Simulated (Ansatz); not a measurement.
Reaction (ligand exchange at the Se–C bond): `FC#C[SeH]` + `OPO` → `OP(O)[SeH]` + `C#CF`

Calculated with Ansatz (gas phase, PBE0-D4/def2-TZVP geometries, no zero-point term in ΔE). CCSD(T)/CBS adds triple-zeta CCSD(T) − MP2 to the extrapolated MP2 energy (def2 sets, frozen cores). This one scheme is used for every species. Functionals use def2-TZVPP. B3LYP here is the variant with VWN-RPA as its local correlation; programs differ in this. HSE06 is defined as in plane-wave codes. For Se outer-core shells are correlated without core-valence functions, which leaves a few kJ/mol of doubt a bond. Scalar relativity is left out up to krypton. One conformer a species, not always the lowest.

`FC#C[SeH]`:

Cartesian coordinates in Å:
```
F -1.833 -1.161 -1.290
C -0.913 -0.670 -0.562
C -0.046 -0.196 0.115
Se 1.261 0.395 1.244
H 1.530 1.632 0.492
```

`OPO`:

Z-matrix (Å, degrees):
```
P
O 1 1.632
O 1 1.647 2 104.0
H 1 1.428 2 98.9 3 94.9
H 2 0.963 1 114.2 3 -52.9
H 3 0.961 1 110.6 2 -99.7
```

`OP(O)[SeH]`:

Z-matrix (Å, degrees):
```
P
O 1 1.627
Se 1 2.307 2 103.3
O 1 1.628 2 92.8 3 -102.7
H 2 0.962 1 110.5 3 -92.5
H 3 1.471 1 93.0 2 -46.8
H 4 0.963 1 110.9 2 169.6
```

`C#CF`:

Cartesian coordinates in Å:
```
C -0.631 -0.129 0.072
C 0.530 0.109 -0.061
F 1.766 0.362 -0.203
H -1.665 -0.342 0.192
```

(1) Is it downhill or uphill in electronic energy at CCSD(T)/CBS, and by how much? (Best estimate.)

(2) What do these levels give: revPBE-D4, HSE06-D4, revPBE, BLYP, r2SCAN, PBE0, B3LYP, r2SCAN0, HF/def2-SVP, SCS-MP2/def2-TZVPP, CCSD/def2-TZVPP, CCSD/CBS(def2)? (An estimate is asked.)

Largest T1 diagnostic among the species: 0.013.

Results:

(1) Computed: Downhill: ΔE = -76.2 kJ/mol.

(2) Ansatz gave: revPBE-D4 -80.1, HSE06-D4 -76.1, revPBE -73.7, BLYP -73.8, r2SCAN -82.8, PBE0 -73.1, B3LYP -71.7, r2SCAN0 -78.9, HF/def2-SVP -52.8, SCS-MP2/def2-TZVPP -61.6, CCSD/def2-TZVPP -63.3, CCSD/CBS(def2) -73.9 kJ/mol.

From BLYP to BHLYP (50 % exact exchange), in def2-TZVPP and without D4, ΔE moves by +5.3 kJ/mol. The D4 term adds −5.4 kJ/mol with B3LYP and −2.8 kJ/mol with PBE0; it sums over pairs of atoms, weighted by their polarisabilities, and B3LYP, whose exchange is more repulsive, gets the larger term.
